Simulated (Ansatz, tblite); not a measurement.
Cost and result up the ladder for TiO4H4 (9 atoms). The state is a singlet with charge 0. Geometry: PBE-D4/def2-SVP.

```xyz
9

Ti    0.233    0.140    0.171
O    -1.561    1.170   -0.548
O     1.070   -0.625    1.520
O    -1.574    0.305    0.635
O     0.351   -0.785   -1.372
H    -1.920    0.571   -1.245
H     1.101    1.609    0.003
H     0.929   -1.541   -1.579
H     1.371   -0.843    2.415
```

Ansatz on 2 threads of Arm Neoverse V1 on a shared host; xTB runs through tblite on one thread. Times are rough, summed over both states, and most runs start from the orbitals of an earlier one. PBE0-D4/def2-TZVP serves as the yardstick here, not as an exact answer. The other state is a triplet.

The xTB rows come from tblite. The structure holds one bond between oxygen atoms, so isomers without such links may lie far lower. The structure comes from a short search, and lower isomers may exist.

xTB has no spin-polarisation term.

```csv
level,functions,vertical triplet (eV),difference from PBE0-D4/def2-TZVP (eV)
PBE-D4/def2-TZVP (with forces),193,4.06,0.19
GFN2-xTB,29,4.28,0.41
r2SCAN-D4/def2-TZVP,193,4.07,0.20
GFN1-xTB,33,3.94,0.07
PBE0-D4/def2-TZVP (with forces),193,3.87,0.00
```

**Question.** Estimate how long each takes.

**Answer.** GFN2-xTB 0.007 s; GFN1-xTB 0.01 s; PBE-D4/def2-TZVP (with forces) 18 s; PBE0-D4/def2-TZVP (with forces) 35 s; r2SCAN-D4/def2-TZVP 42 s. On shared hardware such times vary by a factor of up to 3.
